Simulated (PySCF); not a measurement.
CH7FOSi2. Atoms are numbered in the order given.

```xyz
12

O      0.1931    -1.5485     0.6992
Si     0.5466     0.0761     0.8624
F      2.1688     0.2658     1.0388
C     -0.0376     0.8922    -0.7047
Si    -1.6489     0.1659    -1.4001
H      0.3625    -2.1145     1.4715
H     -0.0601     0.6576     2.1053
H     -0.1771     1.9772    -0.5117
H      0.7568     0.8006    -1.4764
H     -2.6865     0.0676    -0.3140
H     -2.1905     1.0634    -2.4819
H     -1.4122    -1.1976    -1.9800
```
Charge 0, spin multiplicity 1.

Coordinates come from a PBE-D3(BJ)/def2-SVP optimisation. The structure was generated by enumeration; whether it is a known compound was not checked. One conformer was computed; it need not be the lowest.

Method: KT2/pcSseg-1 in PySCF.

GIAO shieldings, no solvent; atoms listed in one row are averaged. δ = σ(ref) − σ: ¹⁷O against H2O (σ = 330.4 ppm); ²⁹Si against TMS (σ = 361.9 ppm); ¹⁹F against CFCl3 (σ = 127.1 ppm); ¹³C against TMS (σ = 185.1 ppm); ¹H against TMS (σ = 31.47 ppm), references at their B3LYP-D3(BJ)/def2-TZVP geometries, non-relativistic.

```json
[
 {"nucleus": "¹⁷O", "atoms": "O1", "count": "1", "δ (ppm)": "77.7"},
 {"nucleus": "²⁹Si", "atoms": "Si2", "count": "1", "δ (ppm)": "1.7"},
 {"nucleus": "²⁹Si", "atoms": "Si5", "count": "1", "δ (ppm)": "-73.2"},
 {"nucleus": "¹⁹F", "atoms": "F3", "count": "1", "δ (ppm)": "-164.6"},
 {"nucleus": "¹³C", "atoms": "C4", "count": "1", "δ (ppm)": "-3.4"},
 {"nucleus": "¹H", "atoms": "H7", "count": "1", "δ (ppm)": "5.75"},
 {"nucleus": "¹H", "atoms": "H10, H11, H12", "count": "3", "δ (ppm)": "4.47"},
 {"nucleus": "¹H", "atoms": "H6", "count": "1", "δ (ppm)": "2.71"},
 {"nucleus": "¹H", "atoms": "H9", "count": "1", "δ (ppm)": "0.91"},
 {"nucleus": "¹H", "atoms": "H8", "count": "1", "δ (ppm)": "0.44"}
]
```
